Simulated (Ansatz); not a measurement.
ClH5OSiSn, SMILES `O[SiH2][SnH2][Cl]`, relaxed with RKS PBE-D4/def2-SVP in Ansatz from a rough embedded geometry. The force threshold is 0.03 eV/Å; the program also tests the step.

Charge 0, multiplicity 1. Sn: def2 effective core potential.

Start:

```xyz
9

O     2.066   -0.491   -0.344
Si    0.537   -1.056    0.179
Sn   -1.120    0.740   -0.308
Cl   -0.515    2.768    0.859
H     2.252    0.276    0.158
H     0.145   -2.285   -0.528
H     0.549   -1.313    1.644
H    -1.231    1.068   -1.984
H    -2.683    0.292    0.322
```

```json
{"step": "1", "energy (eV)": "-28342.1122", "largest force (eV/Å)": "2.365", "largest move (Å)": "0.000"}
{"step": "2", "energy (eV)": "-28342.2698", "largest force (eV/Å)": "0.603", "largest move (Å)": "0.195"}
{"step": "3", "energy (eV)": "-28342.3052", "largest force (eV/Å)": "0.431", "largest move (Å)": "0.090"}
{"step": "4", "energy (eV)": "-28342.3195", "largest force (eV/Å)": "0.481", "largest move (Å)": "0.079"}
{"step": "5", "energy (eV)": "-28342.3383", "largest force (eV/Å)": "0.492", "largest move (Å)": "0.177"}
{"step": "6", "energy (eV)": "-28342.3572", "largest force (eV/Å)": "0.552", "largest move (Å)": "0.182"}
{"step": "7", "energy (eV)": "-28342.3821", "largest force (eV/Å)": "0.487", "largest move (Å)": "0.198"}
{"step": "8", "energy (eV)": "-28342.3923", "largest force (eV/Å)": "0.458", "largest move (Å)": "0.171"}
{"step": "9", "energy (eV)": "-28342.3986", "largest force (eV/Å)": "0.330", "largest move (Å)": "0.192"}
{"step": "10", "energy (eV)": "-28342.4142", "largest force (eV/Å)": "0.156", "largest move (Å)": "0.095"}
{"step": "11", "energy (eV)": "-28342.4206", "largest force (eV/Å)": "0.228", "largest move (Å)": "0.089"}
{"step": "12", "energy (eV)": "-28342.4254", "largest force (eV/Å)": "0.106", "largest move (Å)": "0.051"}
{"step": "13", "energy (eV)": "-28342.4264", "largest force (eV/Å)": "0.220", "largest move (Å)": "0.121"}
{"step": "14", "energy (eV)": "-28342.4310", "largest force (eV/Å)": "0.077", "largest move (Å)": "0.066"}
{"step": "15", "energy (eV)": "-28342.4323", "largest force (eV/Å)": "0.063", "largest move (Å)": "0.044"}
{"step": "16", "energy (eV)": "-28342.4326", "largest force (eV/Å)": "0.039", "largest move (Å)": "0.013"}
{"step": "17", "energy (eV)": "-28342.4328", "largest force (eV/Å)": "0.012", "largest move (Å)": "0.021"}
```

End:

```xyz
9

O     1.986   -0.261    0.219
Si    0.581   -1.169    0.219
Sn   -1.233    0.599   -0.371
Cl    0.209    2.452    0.257
H     1.808    0.699    0.346
H     0.678   -2.260   -0.806
H     0.244   -1.780    1.555
H    -1.628    0.915   -2.026
H    -2.644    0.805    0.608
```

Run time 21 s (4 threads of an Arm Neoverse V1 on a shared host); peak host memory 0.16 GiB.
